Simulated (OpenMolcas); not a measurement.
# Cd: CASPT2 settings compared

```json
{
  "Program": "OpenMolcas",
  "Basis": "ANO-RCC-VQZP [8s7p5d3f2g1h]",
  "Scalar Hamiltonian": "DKH4, point nucleus",
  "Active space": "2 electrons in 4 orbitals (5s 5p)",
  "State averaging": "2S+1 = 3 even, 3 roots (0 in the spin-orbit step); 2S+1 = 1 even, 1 root; 2S+1 = 3 odd, 3 roots; 2S+1 = 1 odd, 3 roots",
  "Spin-orbit coupling": "RASSI with atomic mean-field integrals over the reference wave functions, term energies averaged over their components"
}
```

Methods on the same reference wave functions:
A. CASSCF
B. SS-CASPT2, IPEA 0.6 Eh, real shift 0.5 Eh (closed shells correlated: 4s 4p 4d)
C. SS-CASPT2, IPEA 0 Eh, real shift 0.1 Eh (closed shells correlated: 4s 4p 4d)
D. XMS-CASPT2, IPEA 0.15 Eh, no level shift (closed shells correlated: 4d)

Energies in cm⁻¹ above 5s² ¹S₀, the measured ground level; measured values from NIST Handbook of Basic Atomic Spectroscopic Data.

```
     Level      A      B      C      D  Measured
   5s² ¹S₀    0.0    0.0    0.0    0.0       0.0
5s 5p ³P°₀  26181  30430  29890  29290     30114
5s 5p ³P°₁  26637  30880  30340  29740     30656
5s 5p ³P°₂  27573  31820  31280  30680     31827
5s 5p ¹P°₁  45490  45990  44260  43810     43692
```

Deviations, from unrounded energies. A percentage is the sum of absolute deviations over the sum of measured energies, with the sign that they share, or ± where signs differ.

| Against measurement | Levels | A | B | C | D |
| --- | --- | --- | --- | --- | --- |
| mean absolute deviation (cm-1) | 4 | 3500 | 710 | 410 | 750 |
| other configurations (%) | 4 | ±10.3 | ±2.1 | ±1.2 | ±2.2 |

C lies closest to measurement on these levels and A furthest from it. The largest miss of C in the table is 5s 5p ¹P°₁, by +570 cm-1. The ranking rests on the paired levels alone, and a cruder setting can come out closer through cancelling errors.

Among B to D the level of the table that moves most is 5s 5p ¹P°₁, by 2200 cm-1 (lowest in D, highest in B). Moves below CASPT2's spread within the term are not significant.

The lowest spin-free term lies below A's lowest term by 0.642 hartree in B, 0.651 hartree in C, 0.372 hartree in D.

CASPT2 breaks the degeneracy within a term, and the mean is taken; among the terms shown or strongly mixed into the levels shown the widest spread is 44 cm-1 (5s 5p ³P°, D). Some high roots are left out of the spin-orbit mixing, which shifts the levels that they would mix with. Without dynamic correlation excited terms often stand tens of per cent too high (terms of higher spin than the ground term too low), and those without a measured partner can miss by more than the paired ones (holds for A). Measured partners are found by configuration, term and J. A level has none where our copy of the source lacks it or the pairing is in doubt (some pairs that miss far off the trend of their configuration count as doubtful), and it then counts in no deviation. Levels of configurations outside the active space are missing.

° marks odd parity.
